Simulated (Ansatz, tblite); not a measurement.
Cost and result up the ladder for the cluster Cd2F2⁺ (the lowest doublet isomer of a short search) (4 atoms). The state is a doublet with charge 1. Geometry: r2SCAN-D4/def2-TZVP.

Cartesian coordinates in Å:
```
Cd 0.991 0.401 -0.123
Cd -2.873 -1.167 0.362
F -0.850 -0.361 0.121
F 2.732 1.128 -0.360
```

Ansatz on 4 threads of Arm Neoverse V1 on a shared host; xTB runs through tblite on one thread. Times are rough, summed over both states, and most runs start from the orbitals of an earlier one. ωB97M-V/def2-TZVP serves as the yardstick here, not as an exact answer. Differences are given only for rows in sets of like size (and for xTB, whose basis is part of the method), since another set adds its own error. The other state is a quartet at its own geometry, which has other bonds, so the gap mixes isomer and spin.

In the def2 sets Cd takes a core potential, while STO-3G treats all electrons; there is no spin–orbit coupling. The xTB rows come from tblite. LC-ωPBE has ω = 0.4 bohr⁻¹. B3LYP takes the VWN-RPA correlation. Correlated methods freeze 2 core orbitals; core or outer-core shells of Cd are correlated, in sets that lack core-valence functions. The rows differ in basis, and correlated rows in double-zeta sets carry the largest basis error. In CCSD on the charge 1 quartet the largest single amplitude is 0.30, so its Hartree–Fock determinant may place the open shell otherwise than the density functionals do. In the quartet, F3 and F4 lie 1.99 Å apart (atoms count from 1), so these atoms are partly bonded to each other. The structure comes from a short search, and lower isomers may exist.

Correlated methods converge slowly with the basis, most of all in double-zeta sets (MP2 moves by 0.36 eV from def2-SVP to def2-TZVP here).

xTB has no spin-polarisation term.

```json
{"level": "GFN1-xTB", "functions": "16", "wall time": "0.004 s"}
{"level": "GFN2-xTB", "functions": "16", "wall time": "0.004 s"}
{"level": "HF/STO-3G", "functions": "64", "wall time": "2.5 s"}
{"level": "PBE-D4/def2-TZVP (with forces)", "functions": "142", "wall time": "4.1 s"}
{"level": "MP2/def2-TZVP", "functions": "142", "wall time": "4.8 s"}
{"level": "LC-ωPBE/def2-TZVP", "functions": "142", "wall time": "5.1 s"}
{"level": "PBE0-D4/def2-TZVP", "functions": "142", "wall time": "5.4 s"}
{"level": "B3LYP-D4/def2-TZVP", "functions": "142", "wall time": "5.5 s"}
{"level": "BHLYP-D4/def2-TZVP", "functions": "142", "wall time": "7.2 s"}
{"level": "RPA@PBE/def2-TZVP", "functions": "142", "wall time": "9.1 s"}
{"level": "r2SCAN-D4/def2-TZVP", "functions": "142", "wall time": "9.8 s"}
{"level": "B97M-V/def2-TZVP", "functions": "142", "wall time": "16 s"}
{"level": "ωB97M-V/def2-TZVP", "functions": "142", "wall time": "19 s"}
{"level": "CCSD(T)/def2-SVP", "functions": "90", "wall time": "93 s"}
```

Problem. Estimate what each level gives for the quartet − doublet (eV).

Solution. 
```json
{"level": "GFN1-xTB", "quartet − doublet (eV)": "2.51", "difference from ωB97M-V/def2-TZVP (eV)": "-0.81"}
{"level": "GFN2-xTB", "quartet − doublet (eV)": "1.99", "difference from ωB97M-V/def2-TZVP (eV)": "-1.33"}
{"level": "HF/STO-3G", "quartet − doublet (eV)": "3.77", "difference from ωB97M-V/def2-TZVP (eV)": "–"}
{"level": "PBE-D4/def2-TZVP (with forces)", "quartet − doublet (eV)": "2.90", "difference from ωB97M-V/def2-TZVP (eV)": "-0.42"}
{"level": "MP2/def2-TZVP", "quartet − doublet (eV)": "4.28", "difference from ωB97M-V/def2-TZVP (eV)": "0.96"}
{"level": "LC-ωPBE/def2-TZVP", "quartet − doublet (eV)": "3.46", "difference from ωB97M-V/def2-TZVP (eV)": "0.14"}
{"level": "PBE0-D4/def2-TZVP", "quartet − doublet (eV)": "3.07", "difference from ωB97M-V/def2-TZVP (eV)": "-0.25"}
{"level": "B3LYP-D4/def2-TZVP", "quartet − doublet (eV)": "2.99", "difference from ωB97M-V/def2-TZVP (eV)": "-0.33"}
{"level": "BHLYP-D4/def2-TZVP", "quartet − doublet (eV)": "3.16", "difference from ωB97M-V/def2-TZVP (eV)": "-0.16"}
{"level": "RPA@PBE/def2-TZVP", "quartet − doublet (eV)": "2.88", "difference from ωB97M-V/def2-TZVP (eV)": "-0.44"}
{"level": "r2SCAN-D4/def2-TZVP", "quartet − doublet (eV)": "2.89", "difference from ωB97M-V/def2-TZVP (eV)": "-0.43"}
{"level": "B97M-V/def2-TZVP", "quartet − doublet (eV)": "3.03", "difference from ωB97M-V/def2-TZVP (eV)": "-0.29"}
{"level": "ωB97M-V/def2-TZVP", "quartet − doublet (eV)": "3.32", "difference from ωB97M-V/def2-TZVP (eV)": "0.00"}
{"level": "CCSD(T)/def2-SVP", "quartet − doublet (eV)": "3.31", "difference from ωB97M-V/def2-TZVP (eV)": "–"}
```
